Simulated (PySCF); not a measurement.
**Simulated absorption spectrum**

Species: C6H6FN.
Structure used (GFN2-xTB), in Å, numbered top down from 1:
```
atom  x, y, z in Å
C1     1.8327   -1.6744    1.3318
C2     1.3236   -0.9168    0.5569
C3     0.6459   -0.0284   -0.3516
C4     0.1680    1.3337    0.2080
C5    -1.2353    1.0683   -0.3614
F6    -2.2747    1.2574    0.5069
C7    -0.8252   -0.3619   -0.6309
N8    -1.5091   -1.3670   -0.8871
H9     2.3042   -2.3248    2.0060
H10    1.2163    0.0674   -1.2800
H11    0.1537    1.3474    1.2958
H12    0.6803    2.2160   -0.1665
H13   -1.4778    1.6276   -1.2721
H14   -1.0031   -2.2452   -0.9780
```

The calculation used PySCF, TDDFT PBE0/def2-SVPD, vertical, gas phase, core orbitals frozen in the response.

Broadening: Gaussians 0.25 eV wide at half height, area fixed by f = 4.319×10⁻⁹ ∫ε dν̃. The cross-section is σ = 3.8235×10⁻²¹ ε cm², given in Mb (10⁻¹⁸ cm²). The width is an assumption, not a result. The curve ends short of the highest state used, and states not computed would add to its high-energy end.

```
λ (nm)  σ (Mb)
 195.8    4.75
 197.9    3.81
 200.0    2.29
 202.1    1.07
 204.2    0.51
 206.3    0.41
 208.5    0.41
 210.6    0.34
 212.7    0.21
 214.8    0.10
 216.9    0.04
 219.0    0.01
 221.2    0.00
 223.3    0.00
 225.4    0.00
 227.5    0.00
 229.6    0.00
 231.7    0.00
 233.8    0.00
 236.0    0.00
 238.1    0.00
 240.2    0.00
 242.3    0.00
 244.4    0.00
 246.5    0.00
 248.7    0.01
 250.8    0.03
 252.9    0.06
 255.0    0.11
 257.1    0.18
 259.2    0.26
 261.3    0.33
 263.5    0.36
 265.6    0.34
 267.7    0.29
 269.8    0.22
 271.9    0.15
 274.0    0.09
 276.2    0.05
 278.3    0.03
 280.4    0.01
 282.5    0.01
 284.6    0.00
 286.7    0.00
```

**Question.** Locate the maxima and give the states behind the curve.

**Answer.** 264 nm (4.70 eV), ε about 94, made up of S1 (100%); 208 nm (5.97 eV), ε about 110, made up of S2 (95%) (hardly more than a shoulder) (ε in L mol⁻¹ cm⁻¹; maxima over ε = 5, shares over 10%). At its high-energy end, 6.33 eV, the curve is still rising (ε about 1200, from S3 and S4). The states used: S1 4.70 eV (f 0.0009); S2 5.95 eV (f 0.0010); S3 6.31 eV (f 0.0086); S4 6.45 eV (f 0.0059); S5 6.80 eV (f 0.0039); S6 6.93 eV (f 0.010).

**Question.** What would ε be at 5.97 eV, the highest of these maxima, with half the width (0.125 eV)?

**Answer.** About 192 L mol⁻¹ cm⁻¹ against 108, a factor of about 1.8; a lone state at its own centre would give exactly 2.

**Question.** Does any computed singlet lie in the visible range?

**Answer.** No computed singlet lies in the visible range (380 to 750 nm); the lowest, at 264 nm, stands 1.44 eV above its violet end (3.26 eV).

**Question.** On this curve, what absorbance would a 10⁻⁵ mol/L sample give at 266 nm over a 1 cm path?

**Answer.** 266 nm is 4.661 eV, where ε is about 88 L mol⁻¹ cm⁻¹, so A = ε c l ≈ 0.00088 (Beer–Lambert, with the gas-phase spectrum and the assumed width).

One conformer stands for the species.
